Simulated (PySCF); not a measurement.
Fractional electron number in Mg²⁺ (magnesium, charge +2)

The 2p beta orbital of [Ne] is emptied in steps (occupation f), with all orbitals relaxed, ending at [He] 2s2 2p5. Computed with PySCF 2.14 in x2c-TZVPall, with the spin-free X2C one-electron Hamiltonian (Gaussian nucleus). The exact energy is a straight line in f; departures are measured from the line between the end points of the same method.

**Question.** Among UHF, LDA, PBE, PBE0, r2SCAN, LC-wPBE, BHandHLYP, wB97X, BLYP, HSE06, which shows the largest delocalisation error (convex curve), and which is closest to linear?

**Answer.** Most convex: LDA (-3.522 eV at f = 0.5); closest to linear: UHF (0.747 eV).

```tsv
f	UHF (eV)	LDA (eV)	PBE (eV)	PBE0 (eV)	r2SCAN (eV)	LC-wPBE (eV)	BHandHLYP (eV)	wB97X (eV)	BLYP (eV)	HSE06 (eV)
1	0.000	0.000	0.000	0.000	0.000	0.000	0.000	0.000	0.000	0.000
0.75	0.577	-2.633	-2.542	-1.768	-2.286	-1.470	-0.998	-1.360	-2.541	-1.849
0.5	0.747	-3.522	-3.383	-2.350	-3.001	-1.951	-1.334	-1.800	-3.386	-2.456
0.25	0.545	-2.645	-2.524	-1.752	-2.215	-1.446	-1.002	-1.327	-2.532	-1.829
0	0.000	0.000	0.000	0.000	0.000	0.000	0.000	0.000	0.000	0.000
```

```
   method  E(f=0) − E(f=1) (eV)  −ε at f=1 (eV)  −ε at f=0.5 (eV)
      UHF                78.610          81.779            78.524
      LDA                80.818          66.833            80.785
      PBE                80.276          66.725            80.321
     PBE0                80.219          70.786            80.260
   r2SCAN                80.333          67.997            80.537
  LC-wPBE                80.431          72.583            80.489
BHandHLYP                80.172          74.871            80.160
    wB97X                80.077          72.805            80.160
     BLYP                80.298          66.762            80.319
    HSE06                80.222          70.350            80.271
```

Reference removal energy between the ground levels: 80.144 eV (measured; NIST Atomic Spectra Database, ionization energies). The calculation has no spin-orbit coupling. UHF lacks correlation.
